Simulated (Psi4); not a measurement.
IPb, charge +1, singlet, geometry from GFN2-xTB (such geometries of metal compounds can be far from the true shape) (core potentials on I, Pb); R2SCAN/def2-TZVP run with Psi4.

Here is a job for Psi4.
```
memory 2 GB

molecule mol {
1 1
  Pb   -0.000000   -0.000000   -1.039091
  I     0.000000    0.000000    1.607650
}

set basis def2-tzvp
set reference rks
set scf_type pk
set puream true
set d_convergence 1e-8
set dft_radial_points 99
set dft_spherical_points 590

energy('r2scan')
print_variables()
```

Q: What does Psi4 print? Leave out banner, timings and long lists.

A: 
```
   => Loading Basis Set <=

    Name: DEF2-TZVP
    Role: ORBITAL
    Keyword: BASIS

    !!!  WARNING: ECP capability is in beta. Please check occupations closely.  !!!

         ---------------------------------------------------------
                                   SCF
               by Justin Turney, Rob Parrish, Andy Simmonett
                          and Daniel G. A. Smith
                              RKS Reference
         ---------------------------------------------------------

  ==> Geometry <==

    Molecular point group: c2v
    Full point group: C_inf_v

    Geometry (in Angstrom), charge = 1, multiplicity = 1:

       Center              X                  Y                   Z               Mass
    ------------   -----------------  -----------------  -----------------  -----------------
         PB           0.000000000000     0.000000000000    -1.002992537913   207.976652500000
         I            0.000000000000     0.000000000000     1.643748462087   126.904471900000

  Running in c2v symmetry.

  Rotational constants: A = ************  B =      0.03053  C =      0.03053 [cm^-1]
  Rotational constants: A = ************  B =    915.36324  C =    915.36324 [MHz]
  Nuclear repulsion =  109.964467950774178

  Charge       = 1
  Multiplicity = 1
  Electrons    = 46
  Nalpha       = 23
  Nbeta        = 23

  ==> Algorithm <==

  SCF Algorithm Type is PK.
  DIIS enabled.
  MOM disabled.
  Fractional occupation disabled.
  Guess Type is SAD.
  Energy threshold   = 1.00e-06
  Density threshold  = 1.00e-08
  Integral threshold = 1.00e-12

  ==> Primary Basis <==

  Basis Set: DEF2-TZVP
    Blend: DEF2-TZVP
    Number of shells: 32
    Number of basis functions: 100
    Number of Cartesian functions: 118
    Spherical Harmonics?: true
    Max angular momentum: 3

  Core potential: DEF2-TZVP
    Number of shells: 8
    Number of ECP primitives: 47
    Number of ECP core electrons: 88
    Max angular momentum: 3

  ==> DFT Potential <==

   => LibXC <=

    Version 7.1.2
    S. Lehtola, C. Steigemann, M. J. T. Oliveira, and M. A. L. Marques,  SoftwareX 7, 1–5 (2018) (10.1016/j.softx.2017.11.002)

   => Composite Functional: R2SCAN <=

    r2SCAN Meta-GGA XC Functional  (0.1021/acs.jpclett.0c02405)
    J. W. Furness, A. D. Kaplan, J. Ning, J. P. Perdew, J. Sun  J. Phys. Chem. Lett.  11, 8208–8215, 2020

    Deriv               =              1
    GGA                 =           TRUE
    Meta                =           TRUE

[...]
   @RKS iter   9:  -490.58653715896145   -1.37844e-06   8.77796e-06 DIIS
   @RKS iter  10:  -490.58653734863879   -1.89677e-07   1.38878e-06 DIIS
   @RKS iter  11:  -490.58653735295673   -4.31794e-09   9.69048e-08 DIIS
   @RKS iter  12:  -490.58653735297497   -1.82467e-11   1.28620e-08 DIIS
   @RKS iter  13:  -490.58653735297611   -1.13687e-12   7.42382e-10 DIIS
  Energy and wave function converged.

  ==> Post-Iterations <==

   Electrons on quadrature grid:
      Ntotal   =   45.9999999296 ; deviation = -7.035e-08

    Orbital Energies [Eh]
    ---------------------

    Doubly Occupied:

[...]
    Virtual:

[...]
    Final Occupation by Irrep:
             A1    A2    B1    B2
    DOCC [    11,    2,    5,    5 ]
    NA   [    11,    2,    5,    5 ]
    NB   [    11,    2,    5,    5 ]

  @RKS Final Energy:  -490.58653735297611

   => Energetics <=

    Nuclear Repulsion Energy =            109.9644679507741785
    One-Electron Energy =               -1063.4981081886676293
    Two-Electron Energy =                 501.2209651265176831
    DFT Exchange-Correlation Energy =     -38.2738622416003338
    Empirical Dispersion Energy =           0.0000000000000000
    VV10 Nonlocal Energy =                  0.0000000000000000
    Total Energy =                       -490.5865373529761087

Computation Completed

Properties will be evaluated at   0.000000,   0.000000,   0.000000 [a0]

Properties computed using the SCF density matrix

 Multipole Moments:

 ------------------------------------------------------------------------------------
     Multipole            Electronic (a.u.)      Nuclear  (a.u.)        Total (a.u.)
 ------------------------------------------------------------------------------------

 L = 1.  Multiply by 2.5417464519 to convert [e a0] to [Debye]
 Dipole X            :          0.0000000            0.0000000            0.0000000
 Dipole Y            :          0.0000000            0.0000000            0.0000000
 Dipole Z            :        -37.1694990           35.9574739           -1.2120251
 Magnitude           :                                                    1.2120251

 ------------------------------------------------------------------------------------

  Variable Map:
  ----------------------------------------------------------------------------
[...]
  Array Variable Map:
  ----------------------------------------------------------------------------
[...]
[...]
```
